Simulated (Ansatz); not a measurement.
`O[Si]Br`, relaxed with RKS PBE0-D4/def2-TZVP in Ansatz from a PBE-D4/def2-SVP geometry. The force threshold is 0.005 eV/Å; the program also tests the step.

Charge 0, multiplicity 1.

Start:

```xyz
4

O    -0.623   -0.498    0.818
Si    0.972   -0.028    0.617
Br    0.901    0.863   -1.518
H    -1.249   -0.338    0.083
```

```json
{"step": "1", "energy (eV)": "-79976.6018", "largest force (eV/Å)": "0.849", "largest move (Å)": "0.000"}
{"step": "2", "energy (eV)": "-79976.6258", "largest force (eV/Å)": "0.491", "largest move (Å)": "0.026"}
{"step": "3", "energy (eV)": "-79976.6324", "largest force (eV/Å)": "0.135", "largest move (Å)": "0.018"}
{"step": "4", "energy (eV)": "-79976.6333", "largest force (eV/Å)": "0.068", "largest move (Å)": "0.017"}
{"step": "5", "energy (eV)": "-79976.6339", "largest force (eV/Å)": "0.048", "largest move (Å)": "0.009"}
{"step": "6", "energy (eV)": "-79976.6344", "largest force (eV/Å)": "0.011", "largest move (Å)": "0.025"}
{"step": "7", "energy (eV)": "-79976.6345", "largest force (eV/Å)": "0.005", "largest move (Å)": "0.009"}
{"step": "8", "energy (eV)": "-79976.6345", "largest force (eV/Å)": "0.000", "largest move (Å)": "0.001"}
```

End:

```xyz
4

O    -0.606   -0.485    0.799
Si    0.952   -0.028    0.608
Br    0.903    0.856   -1.503
H    -1.249   -0.343    0.096
```

It took 75 s on 2 threads of a server CPU on a shared host, with 0.25 GiB of host memory at the peak.
